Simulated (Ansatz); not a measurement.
One change: `FBO[SiH3]` becomes `[NH2][GeH2][O]BF`.

Ansatz, PBE0-D4/def2-TZVP geometries, multiplicity 1. Each molecule was computed in one conformer, which needn't be the lowest.

Scalar relativity is left out up to krypton.

```tsv
property	`FBO[SiH3]`
LUMO energy (PBE0/def2-TZVPP) / eV	0.02
size of the dipole moment (B3LYP/def2-TZVPP) / D	1.86
HOMO–LUMO gap (B3LYP/def2-TZVPP) / eV	9.03
LUMO energy (B3LYP/def2-TZVPP) / eV	-0.20
size of the dipole moment (PBE/def2-TZVPP) / D	1.73
zero-point energy (PBE0-D4/def2-TZVP) / kJ/mol	119.8
```

(1) Give the same properties after the change, and the shifts. (An estimate is asked.)

Results:

(1) Computed: 
```csv
property,`[NH2][GeH2][O]BF`,shift
LUMO energy (PBE0/def2-TZVPP) / eV,0.34,0.32
size of the dipole moment (B3LYP/def2-TZVPP) / D,2.46,0.60
HOMO–LUMO gap (B3LYP/def2-TZVPP) / eV,7.83,-1.20
LUMO energy (B3LYP/def2-TZVPP) / eV,0.02,0.22
size of the dipole moment (PBE/def2-TZVPP) / D,2.43,0.70
zero-point energy (PBE0-D4/def2-TZVP) / kJ/mol,163.9,44.1
```

With PBE0 the HOMO rises by 1.37 eV and the LUMO rises by 0.32 eV, so the gap narrows by about 1.05 eV. PBE moves the HOMO by 1.33 eV and ωB97M-V by 1.31 eV. The zero-point energy changes by 44.1 kJ/mol with +6 modes. Dipoles are sizes alone; their direction can turn.

B3LYP here is the variant with VWN-RPA as its local correlation; programs differ in this.
